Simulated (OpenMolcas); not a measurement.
A run on Os4+ among 5 point charges of -1.5 e arranged as a trigonal bipyramid (D3h), 2.17 Å from the ion, with the axial distance 2.517 Å.

```
Program             : OpenMolcas 26.06
Method              : CASSCF
Basis               : ANO-RCC-VDZP [7s6p4d2f1g]
Scalar Hamiltonian  : DKH2, point nucleus
Active space        : 4 electrons in 5 orbitals (5d)
State averaging     : 2S+1 = 5 even, 5 roots; 2S+1 = 3 even, 45 roots; 2S+1 = 1 even, 50 roots
Spin-orbit coupling : RASSI with atomic mean-field integrals over the reference wave functions
```

68 basis functions. Blocks (2S+1, parity, CSFs, roots kept): 5, even, 5, 5; 3, even, 45, 45; 1, even, 50, 50.

Task: How long do the RASSCF and RASSI steps take on 1 thread of Intel(R) Xeon(R) Platinum 8375C CPU @ 2.90GHz (Ice Lake), on a shared host?

Result: About 39 s of wall time, without the integral step.
